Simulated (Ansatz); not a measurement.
CH4BFOSi (`O=CB[SiH2]F`), relaxed with RKS PBE0-D4/def2-TZVP in Ansatz from a PBE-D4/def2-SVP geometry. The force threshold is 0.005 eV/Å; the program also tests the step.

The species carries charge 0 and has multiplicity 1.

Start:

```xyz
9

O    -1.114    1.355    1.076
C     0.055    1.575    0.709
B     0.328    0.072    0.745
Si   -0.035   -1.092   -0.850
F    -0.363   -0.167   -2.178
H     0.446    2.603    0.506
H     0.712   -0.412    1.794
H     1.183   -1.925   -1.160
H    -1.212   -2.008   -0.641
```

Problem. How much energy does the relaxation release, and in how many steps? (Estimate.)

Solution. Computed: 1.38 kcal/mol, in 12 steps, 2 of them rejected.

Problem. Which bonds change most? (Best estimate.)

Solution. Ansatz gave: Si4–F5 from 1.651 to 1.610 Å; B3–H7 from 1.217 to 1.195 Å; Si4–H9 from 1.506 to 1.486 Å; C2–H6 from 1.119 to 1.099 Å.

Problem. Give the relaxed structure. (Best estimate.)

Solution. The calculation gave: 
```xyz
9

O    -1.101    1.376    1.029
C     0.067    1.564    0.704
B     0.320    0.064    0.749
Si   -0.038   -1.086   -0.849
F    -0.407   -0.187   -2.132
H     0.483    2.565    0.523
H     0.660   -0.397    1.798
H     1.183   -1.868   -1.189
H    -1.166   -2.030   -0.634
```
